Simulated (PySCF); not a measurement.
# Structure from NMR data

An unknown has the formula C4H12OSi2. Its calculated NMR data are:

1H NMR (500 MHz, computed): δ 4.90 (m, 2H), 4.63 (m, 2H), 3.79 (m, 1H), 3.28 (s, 3H), 1.56 (m, 1H), 1.34 (d, 3H).

13C{1H} NMR (computed): δ 71.7 (CH), 63.9 (CH3), 17.5 (CH3), 7.3 (CH).

Rapidly exchanging positions averaged, non-relativistic, a single conformation, no solvent model. GFN2-xTB structure; shieldings: GIAO PBE0/pcSseg-1; PySCF 2.14.

Scale: TMS for 1H, 13C (reference shieldings calculated alike).

Which candidate is it?
A. CC(C)(C=O)[SiH2][SiH3]
B. CO[C@H]1[SiH2][C@H](C)[SiH2]1
C. O=C(C[SiH3])CC[SiH3]

Results:

B. 

The formula gives 1 degree of unsaturation (1 ring in the answer). 4 carbon signals for 4 carbons: no two carbons are equivalent. Carbon types of the structure: 2 × CH, 2 × CH3, leaving 4 H on heteroatoms. δC 71.7: sp3 CH bonded to O and 2 Si; pulled downfield by the heteroatom. δC 63.9: methyl carbon bonded to O; pulled downfield by the heteroatom. δC 7.3: sp3 CH bonded to 2 Si; an electropositive neighbour leaves it electron-rich and shielded. δH 3.79: hydrogen on an sp3 CH bonded to O and 2 Si; its carbon carries O, hence the downfield position. δH 3.28: hydrogen on a methyl carbon bonded to O; its carbon carries O, which withdraws density.

The others: O=C(C[SiH3])CC[SiH3] would give 5 signals for carbon-bound and other non-exchanging H, not 6; CC(C)(C=O)[SiH2][SiH3] would give 3 carbon signals, not 4.

Shifts are as computed. Against solution values, carbons near 30 ppm lie about +3 ppm off and those near 130 ppm about +5 ppm. Of 1211 compounds with measured shifts, 218 miss one by over three times the rms of a fit or turn the order of signals round; such compounds aren't used in these exercises. No couplings were computed; multiplicities are counted from neighbouring protons, with m where these are inequivalent, close in shift, in a saturated or five-membered ring or joined by F or P, and br s for small geminal =CH2 splittings.
